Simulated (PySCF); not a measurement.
Diatomics of F with group 13

HF with triple-zeta basis sets in PySCF, for the lowest determinant that a PBE0 search found; no spin–orbit coupling. De refers to high-spin ground-configuration atoms. A positive dipole means M(−)F(+).

```
 M         basis  reference  state (unpaired electrons)  Re (Å)  ωe (cm⁻¹)  De (eV)  μ (D)
 B    def2-TZVPP        RHF      singlet (closed shell)   1.249       1495     5.94   0.95
Ga    def2-TZVPP        RHF      singlet (closed shell)   1.766        654     4.21  -2.15
In  x2c-TZVPPall        RHF      singlet (closed shell)   1.980        551     3.62  -3.18
Tl    def2-TZVPP        RHF      singlet (closed shell)   2.087        479     3.16  -4.32
```

(1) The row for M = Al is missing. Estimate Re, ωe and De as the mean of the rows for B and Ga, and compare with the calculation.

The rows differ in basis set, which adds steps of its own.

Spin–orbit coupling is left out, which matters for elements this heavy, above all for dissociation energies. Where the molecule has an RHF reference, its open-shell atoms are computed with UHF. Hartree–Fock leaves out correlation, which carries a large part of most bond energies and some tenths to 1 eV of ionisation energies.

Results:

(1) The means are 1.508 Å, 1074 cm⁻¹ and 5.08 eV. RHF in def2-TZVPP gives AlF as a singlet (closed shell) with Re = 1.642 Å, ωe = 834 cm⁻¹, De = 5.15 eV, so the estimate is off by -13.4 pm, +29 % and -0.07 eV.
